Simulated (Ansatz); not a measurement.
One change: `F[Si]1(F)[CH2][AlH]1` becomes `F[Si]1(F)BC1`.

Ansatz, PBE0-D4/def2-TZVP geometries, multiplicity 1. 

| property | `F[Si]1(F)[CH2][AlH]1` |
| --- | --- |
| HOMO energy (PBE0/def2-TZVPP) / eV | -6.53 |
| HOMO energy (ωB97M-V/def2-TZVPP) / eV | -8.50 |
| zero-point energy (PBE0-D4/def2-TZVP) / kJ/mol | 99.0 |
| LUMO energy (PBE0/def2-TZVPP) / eV | -2.19 |
| HOMO–LUMO gap (PBE0/def2-TZVPP) / eV | 4.34 |
| HOMO–LUMO gap (B3LYP/def2-TZVPP) / eV | 4.00 |

(1) What does the change do to each property? (Best estimate.)

Answers

(1) The calculation gave: 
```json
{"property": "HOMO energy (PBE0/def2-TZVPP) / eV", "`F[Si]1(F)BC1`": "-7.50", "shift": "-0.97"}
{"property": "HOMO energy (ωB97M-V/def2-TZVPP) / eV", "`F[Si]1(F)BC1`": "-9.62", "shift": "-1.12"}
{"property": "zero-point energy (PBE0-D4/def2-TZVP) / kJ/mol", "`F[Si]1(F)BC1`": "115.9", "shift": "16.9"}
{"property": "LUMO energy (PBE0/def2-TZVPP) / eV", "`F[Si]1(F)BC1`": "-1.53", "shift": "0.66"}
{"property": "HOMO–LUMO gap (PBE0/def2-TZVPP) / eV", "`F[Si]1(F)BC1`": "5.98", "shift": "1.64"}
{"property": "HOMO–LUMO gap (B3LYP/def2-TZVPP) / eV", "`F[Si]1(F)BC1`": "5.59", "shift": "1.59"}
```

With PBE0 the HOMO falls by 0.97 eV and the LUMO rises by 0.66 eV, so the gap widens by about 1.63 eV. PBE moves the HOMO by -0.88 eV and ωB97M-V by -1.12 eV.

B3LYP here is the variant with VWN-RPA as its local correlation; programs differ in this.
